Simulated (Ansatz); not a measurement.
Molecule: C4H4NS, net charge 0, doublet state. It need not be the lowest isomer of its formula. SMILES: Nc1[c]scc1
Coordinates optimised at B3LYP-D3(BJ)/def2-TZVP (Ansatz, a first-principles code):
```xyz
10

N     -2.1823    -0.6517    -0.4154
C     -0.8978    -0.3249    -0.1783
C     -0.5549     1.0535     0.0532
S      1.1109     1.0618     0.3066
C      1.3578    -0.6811     0.1169
C      0.1730    -1.2840    -0.1411
H     -2.8638     0.0899    -0.4220
H     -2.4790    -1.5975    -0.5835
H      2.3257    -1.1529     0.2020
H      0.0509    -2.3474    -0.2981
```
Charge 0, spin multiplicity 2.

Computed values are from Ansatz. Cores are frozen in the correlated levels unless marked. UHF or UKS for open shells. No spin-orbit coupling. No relativistic terms. CBS marks a two-point X^-3 extrapolation of the correlation energy; Hartree-Fock from the larger set.

* **atomisation energy De**: 4205.4 kJ/mol at CCSD(T)/CBS(cc-pV(T+d)Z,cc-pV(Q+d)Z)
* **total energy**: -606.9647 Eh at CCSD(T)/CBS(cc-pV(T+d)Z,cc-pV(Q+d)Z)
* **dipole moment**: 4.50 D at CCSD(T)/aug-cc-pV(D+d)Z
* **T1 diagnostic**: 0.030 at CCSD/cc-pV(Q+d)Z

The UHF reference is spin-contaminated (<S^2> 0.10 over the pure value in the largest basis).
